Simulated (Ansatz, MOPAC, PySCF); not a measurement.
Complex: CH6OSn (SMILES C[O][SnH3]) (first 9 atoms) with NH3 (SMILES N); geometry from B3LYP-D3(BJ)/def2-TZVP, rigid monomers moved along the line of their centres of mass till Sn3···N10 is 2.54 Å.
(charge 0, multiplicity 1):
```xyz
13

C     -2.399     0.939     1.313
O     -1.373     0.012     1.601
Sn     0.545     0.552     1.333
H     -3.359     0.454     1.510
H     -2.341     1.838     1.939
H     -2.394     1.261     0.265
H      0.304     2.168     0.746
H      1.288    -0.355     0.093
H      1.388     0.649     2.815
N      0.251    -1.811     2.213
H      0.531    -2.034     3.161
H     -0.752    -1.656     2.193
H      0.474    -2.602     1.621
```

Counterpoise-corrected where a basis set is named; no monomer relaxation. Rows marked so take none.

Rows in STO-3G carry no dispersion term and start afresh at each structure; the Pople sets are all-electron and without relativity. The state reached by AM1 isn't checked.

The values were computed with Ansatz (a quantum-chemistry and plane-wave program) with Gaussian orbitals; MOPAC for AM1 (differences of heats of formation); PySCF for STO-3G rows, the dispersion terms.  In def2 rows elements past Kr take small-core potentials, without spin–orbit coupling.

Q: One of these levels gives -5.03 kcal/mol for the interaction energy. Which?
A) HF/STO-3G (no counterpoise)
B) r2SCAN-D3(BJ)/def2-TZVPPD
C) AM1
D) PBE-D3(BJ)/def2-TZVPPD

A: C, AM1. The others give -13.77 (HF/STO-3G (no counterpoise)), -7.19 (PBE-D3(BJ)/def2-TZVPPD), -8.34 (r2SCAN-D3(BJ)/def2-TZVPPD)
